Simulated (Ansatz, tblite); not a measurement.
Removing and adding an electron: SnHMe2(SiH3) (C₂H₁₀SiSn). Charge 0, multiplicity 1. Geometry: PBE-D4/def2-SVP. Ansatz, gas phase; energy differences of separate SCF runs; the oxidised species was run as a doublet alone; the reduced species was run as a doublet alone.

| atom | x (Å) | y (Å) | z (Å) |
| --- | --- | --- | --- |
| Sn1 | 0.442 | 0.309 | 0.318 |
| H2 | 1.526 | 1.443 | 1.069 |
| C3 | -0.543 | -0.851 | 1.875 |
| H4 | 0.217 | -1.375 | 2.486 |
| H5 | -1.216 | -1.601 | 1.416 |
| H6 | -1.138 | -0.187 | 2.531 |
| C7 | 1.608 | -1.040 | -0.935 |
| H8 | 2.134 | -0.471 | -1.725 |
| H9 | 0.940 | -1.784 | -1.409 |
| H10 | 2.355 | -1.570 | -0.313 |
| Si11 | -1.306 | 1.586 | -1.105 |
| H12 | -2.055 | 2.596 | -0.273 |
| H13 | -2.314 | 0.628 | -1.687 |
| H14 | -0.650 | 2.317 | -2.248 |

In the def2 sets Sn takes a core potential; there is no spin–orbit coupling. The xTB rows come from tblite. HOMO above LUMO, or a gap near zero within one spin, warns that the state may not be the lowest or that an electron is smeared out.

```csv
level,−HOMO (eV),vertical IE (eV),−LUMO (eV),vertical EA (eV),HOMO–LUMO gap (eV),IE − EA (eV),remarks
GFN1-xTB,11.26,13.64,6.70,4.20,4.56,9.44,–
GFN2-xTB,10.21,12.68,6.15,3.61,4.05,9.07,–
PBE-D4/def2-TZVP,6.46,9.10,0.69,–,5.77,–,–
PBE-D4/def2-TZVPD,6.47,–,0.81,-0.65,5.65,–,HOMO above zero (-1 doublet)
BLYP-D4/def2-TZVP,6.31,9.02,0.57,–,5.73,–,gap within one spin near zero (+1 doublet)
BLYP-D4/def2-TZVPD,6.32,–,0.77,-0.69,5.55,–,HOMO above zero (-1 doublet)
PBE0-D4/def2-TZVP,7.49,9.30,-0.06,–,7.55,–,–
PBE0-D4/def2-TZVPD,7.50,–,0.13,-0.81,7.37,–,HOMO above zero (-1 doublet)
```

   A HOMO above zero means that the electron is unbound at that level or that self-interaction error raises the level; the energy of removing that electron tells which. Raw xTB energy differences between charge states are shifted by several eV; the methods need an empirical correction for them. A negative affinity means that the extra electron isn't bound; its size then hangs on the basis.
